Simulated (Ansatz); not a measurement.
Reaction (ligand exchange at a Mo–Cl bond): `[O]=[Mo](=[O])([F])[Cl]` + NH₃ → `[NH2][Mo](=[O])(=[O])[F]` + HCl

Isolated molecules relaxed with PBE0-D4/def2-TZVP in Ansatz; ΔE leaves out vibrations. CCSD(T)/CBS adds triple-zeta CCSD(T) − MP2 to the extrapolated MP2 energy (def2 sets, frozen cores). This one scheme is used for every species. DFT in def2-TZVPP. Elements past krypton have def2 core potentials. For Mo outer-core shells are correlated without core-valence functions, which leaves a few kJ/mol of doubt a bond. One conformer a species, not always the lowest.

```tsv
level	ΔE (eV)
PBE-QIDH	0.57
CCSD/CBS(def2)	0.49
```

**Question.** What does CCSD(T)/CBS give? (Best estimate.)

**Answer.** Ansatz gave: +0.52 eV. The listed levels differ from it by 0.05, -0.03 eV.

Largest T1 diagnostic among the species: 0.024, so the coupled-cluster value is less sure than usual.

Leaving LDA and LC-ωPBE aside and taking each functional with its dispersion term where it has one, the values, not all of them listed here, spread over 0.15 eV, from CAM-B3LYP-D4 to B97M-V. LDA lies −0.10 eV from PBE without D4. At CCSD(T), def2-SVP lies −0.11 eV from the extrapolated value and def2-TZVPP −0.03 eV.
